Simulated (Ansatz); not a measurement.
Basis-set extrapolation for CH$_{5}$F$_{2}$NSi (`N[SiH2]C(F)F`) (PBE0-D4/def2-TZVP geometry, frozen core, Ansatz). Multiplicity 1, RHF reference.

|  | def2-TZVPP | def2-QZVPP |
| --- | --- | --- |
| HF | -583.198819 | -583.221410 |
| MP2 correlation | -0.999310 | -1.084386 |
| CCSD(T) correlation | -1.066239 | not run |

Energies in hartree. Use E(X) = E(∞) + A·exp(−7.88·√X) for Hartree–Fock and E(X) = E(∞) + B·X^(−2.97) for correlation, with X = 3 and 4, and add CCSD(T) minus MP2 of the smaller set to the MP2 limit.

Q: What is the CCSD(T) energy at the basis-set limit?

A: HF limit: -583.221410 + (-0.022591) × 0.13774 = -583.22452. MP2 limit: -1.084386 + (-0.085076) × 0.74074 = -1.14741. Higher-order term: -1.066239 − (-0.999310) = -0.06693. Total: -584.43886 hartree, 4.73 eV below CCSD(T)/def2-TZVPP.
